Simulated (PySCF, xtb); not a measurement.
CLiN, SMILES [C]([N])[Li] (connectivity only; charge and spin as stated), neutral, multiplicity 1.

Harmonic wavenumbers (cm⁻¹) from GFN2-xTB in xtb at its own minimum, in rising order: 136, 136, 554, 2274.

Question: What does PySCF with PBE-D3(BJ)/def2-TZVPD give at its own minimum? (The exact figures need the calculation; the answer reports its results.)

Answer: 165, 165, 628, 2157. Paired by order, the mean absolute difference is 63 cm⁻¹ and the zero-point energies are 4.4 and 4.5 kcal/mol.
